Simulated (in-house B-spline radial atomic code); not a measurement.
Successive ionisation energies of hafnium; each step leads to the configuration of the next row (after the last: [Ar] 3d10 4s2 4p1). NIST's values go from ground level to ground level; the uncertainty of those that are theory runs from under 0.1 % in few-electron ions to several per cent in heavy many-electron ones. Computed with a B-spline radial code for spherical atoms: non-relativistic Hartree-Fock, average of the configuration, point nuclei.

This level leaves out relativity, spin-orbit splitting included, which matters for heavy ions.

```tsv
ion	configuration	ionisation energy (eV)	tabulated value (eV)	tabulated kind	computed minus tabulated (eV)	highest orbital	largest mean radius (bohr)
Hf34+	[Kr] 4d2	1405.7	1417	tabulated theory	-11.3	4d	0.45283
Hf35+	[Kr] 4d1	1458.0	1467	tabulated theory	-9.0	4d	0.45042
Hf36+	[Ar] 3d10 4s2 4p6	?	?	tabulated theory	?	?	?
Hf37+	[Ar] 3d10 4s2 4p5	1705.0	1719	tabulated theory	-14.0	4p	0.44592
Hf38+	[Ar] 3d10 4s2 4p4	1756.7	1776	tabulated theory	-19.3	4p	0.44384
Hf39+	[Ar] 3d10 4s2 4p3	?	?	tabulated theory	?	?	?
Hf40+	[Ar] 3d10 4s2 4p2	1861.6	1963	tabulated theory	-101.4	4p	0.43974
```

(1) Fill in the row of Hf36+.

(2) Fill in the row of Hf39+.

## Answers

(1) ionisation energy (eV): 1653.6; tabulated value (eV): 1669; computed minus tabulated (eV): -15.4; highest orbital: 4p; largest mean radius (bohr): 0.44803.

(2) ionisation energy (eV): 1809.0; tabulated value (eV): 1827; computed minus tabulated (eV): -18.0; highest orbital: 4p; largest mean radius (bohr): 0.44178.
